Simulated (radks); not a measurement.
Problem. The mean radii <r> (bohr) of the occupied orbitals of an atom or ion are listed with their occupations. Calculated with a radial shooting solver on a logarithmic mesh with Libxc functionals: scalar-relativistic Kohn-Sham, PBE, spin-polarised, spherical densities, finite nucleus; Fermi nuclear charge, rms radius of each element as measured or else 0.836 A^(1/3) + 0.57 fm.

orbital  occ.      <r>
1s down     1  0.01867
1s up       1  0.01867
2s up       1  0.07896
2s down     1  0.07896
2p up       3  0.07057
2p down     3  0.07057
3s up       1   0.2048
3s down     1   0.2048
3p up       3   0.2049
3p down     3   0.2049
3d up       5   0.1856
3d down     5   0.1856
4s up       1   0.4588
4s down     1   0.4588
4p up       3   0.4877
4p down     3   0.4877
4d up       5   0.5231
4d down     5   0.5230
5s up       1    1.102
5s down     1    1.099
5p up       3    1.293
5p down     3    1.289
4f up       7   0.6400
4f down     7   0.6382
5d up       2    1.982
5d down     1    1.993

Name the element and its charge.

Solution. Z = 73, tantalum, charge +2: Ta2+ in [Xe] 4f14 5d(up 2, down 1). The 1s radius gives Z: for a bare nucleus <r> = (2 gamma + 1)/(2Z) with gamma = sqrt(1 - (Z/c)^2), 0.01844 bohr for Z = 73, and screening makes it slightly larger (0.01867 here). The occupations add up to 71, and the charge is Z minus that.
